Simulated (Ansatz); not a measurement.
Geometry optimisation, RKS PBE/def2-SVP in Ansatz 0.2.0.

Input file:

```yaml
crystal:
  periodic: [false, false, false]
  atoms:
    - { symbol: Hf, position_ang: [0.0, 0.0, 0.0] }
    - { symbol: F, position_ang: [0.0, 0.0, 2.33] }
    - { symbol: "N", position_ang: [2.084, 0.0, -0.7359] }
    - { symbol: H, position_ang: [2.5823, -0.918, -0.9166] }
    - { symbol: H, position_ang: [2.5853, 0.918, -0.9082] }
    - { symbol: "N", position_ang: [-1.0409, 1.8034, -0.7359] }
    - { symbol: H, position_ang: [-2.061, 1.7482, -1.0186] }
    - { symbol: H, position_ang: [-0.5204, 2.7241, -0.8065] }
    - { symbol: "N", position_ang: [-1.0409, -1.8034, -0.7359] }
    - { symbol: H, position_ang: [-1.5759, -2.4197, -0.0595] }
    - { symbol: H, position_ang: [-1.0055, -2.0526, -1.7656] }
    - { symbol: S, position_ang: [-2.7046, 0.0, 0.8987] }
    - { symbol: H, position_ang: [-3.4602, -0.8728, 0.1067] }
    - { symbol: H, position_ang: [-1.3065, 0.0, 2.1468] }
basis:
  gaussian: { orbitals: def2-SVP }
hamiltonian:
  xc: pbe
relax:
  f_tol: 0.15
  max_steps: 25
  restrain:
    - { distance: [0, 11], at: 3.75, k: 30.0 }
    - { distance: [13, 1], at: 2.12, k: 30.0 }
    - { distance: [0, 1], at: 1.98, k: 30.0 }
    - { distance: [13, 11], at: 1.4, k: 30.0 }
```

Launched with:

```bash
$ ansatz run input.yaml --threads 4 --pin off --max-ram 5120MiB --backend cpu --events-out ev --progress --plain --runs-dir out
```

Q: Where does it end, and by what steps?

A: The forces met the threshold. The restraints hold the end off the free minimum; the threshold counts their pulls, which the force column leaves out. Restrained pairs: Hf1–S12 (2.85 → 3.75 Å), F2–H14 (1.32 → 2.12 Å), Hf1–F2 (2.33 → 1.97 Å), S12–H14 (1.87 → 1.39 Å). After 13 steps the energy has fallen by 3.658 eV (the restraints' own energy left out); S12 moved furthest, 0.96 Å.

| step | energy less start (eV) | largest force component (eV/Å) | accepted |
| --- | --- | --- | --- |
| 0 | 0.0000 | 1.999 | yes |
| 1 | -0.1802 | 4.115 | yes |
| 2 | -0.8317 | 5.252 | yes |
| 3 | -2.0221 | 4.774 | yes |
| 4 | -3.1912 | 1.458 | yes |
| 5 | -3.4219 | 0.786 | yes |
| 6 | -3.5510 | 0.557 | yes |
| 7 | -3.6060 | 0.439 | yes |
| 8 | -3.5954 | 0.876 | no |
| 9 | -3.6208 | 0.390 | yes |
| 10 | -3.6306 | 0.464 | yes |
| 11 | -3.6468 | 0.459 | yes |
| 12 | -3.6457 | 0.579 | no |
| 13 | -3.6582 | 0.458 | yes |

```xyz
14
Properties=species:S:1:pos:R:3
Hf 0.006 0.022 -0.061
F 0.024 -0.077 1.908
N 1.928 -0.004 -0.758
H 2.614 -0.745 -0.567
H 2.378 0.709 -1.346
N -0.727 1.748 -0.875
H -1.496 1.842 -1.552
H -0.574 2.673 -0.448
N -0.972 -1.637 -0.797
H -1.386 -2.392 -0.234
H -0.887 -1.982 -1.762
S -3.354 -0.087 1.604
H -2.936 -0.826 0.531
H -2.083 -0.118 2.157
```

Run time: 30 s on 4 threads of AMD EPYC 7R32 (Zen 2), on a shared host, peak memory 0.23 GiB.
